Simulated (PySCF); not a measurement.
## Spin–spin coupling constants

Geometry:
```tsv
atom	x (Å)	y (Å)	z (Å)
C1	1.864	-0.262	0.535
C2	0.661	-0.126	-0.380
C3	-0.663	0.108	0.325
C4	-1.856	0.093	-0.606
Br5	-0.629	1.832	1.285
H6	1.737	-1.100	1.239
H7	2.014	0.653	1.128
H8	2.781	-0.447	-0.043
H9	0.537	-1.051	-0.972
H10	0.820	0.686	-1.111
H11	-0.796	-0.626	1.134
H12	-1.914	-0.886	-1.112
H13	-1.763	0.873	-1.377
H14	-2.795	0.256	-0.061
```

Indirect spin–spin couplings were computed at B3LYP/pcJ-1 (pcSseg-1 on Br) (without the spin–dipole term) (PySCF 2.14.0 with density-fitted response routines) on a PBE0-D3(BJ)/def2-SVP structure, for the isolated molecule, without vibrational or relativistic corrections. Couplings are averaged over pairs made equivalent by symmetry, fast rotation or ring inversion, so a value needn't be that of the named pair in this geometry, while other rotamers aren't included; one pair stands for each set, and the list holds a selection of those of at least 1.5 Hz over up to four bonds.

Isotopes: 13C, 1H.

```
    pair  bonds  J (Hz)
  C1, C2      1    39.0
  C1, H6      1   133.3
  C2, C3      1    37.7
  C2, H9      1       ?
 C2, H10      1   134.9
  C3, C4      1    39.3
 C3, H11      1       ?
 C4, H12      1   135.1
  C1, H9      2    -3.5
 C1, H10      2       ?
  C2, H6      2    -3.5
  C3, H9      2       ?
 C3, H10      2    -6.8
 C3, H12      2       ?
  H6, H7      2   -13.9
H12, H13      2   -13.8
 C1, H11      3     3.5
 C2, H12      3     5.3
  C3, H6      3     6.9
  C4, H9      3     2.8
 C4, H10      3     2.2
  H6, H9      3     8.2
 H6, H10      3       ?
 H9, H11      3       ?
H10, H11      3       ?
H11, H12      3     8.0
```

Q: Estimate the withheld couplings, with signs.

A: 
- 1J(C2,H9) = 127.3 Hz (bond length 1.106 Å, sp3 carbon)
- 1J(C3,H11) = 154.8 Hz (bond length 1.100 Å, sp3 carbon)
- 2J(C1,H10) = -2.9 Hz (angle at C2 111°)
- 2J(C3,H9) = 2.9 Hz (angle at C2 106°)
- 2J(C3,H12) = -3.1 Hz (mean over equivalent pairs that range from -6.6 to 2.1 Hz in this conformer)
- 3J(H6,H10) = 8.4 Hz (mean over equivalent pairs that range from 4.2 to 16.7 Hz in this conformer)
- 3J(H9,H11) = 2.5 Hz (dihedral angle 72°)
- 3J(H10,H11) = 13.6 Hz (dihedral angle 174°)

Relativistic effects of the heavier atoms present are left out.
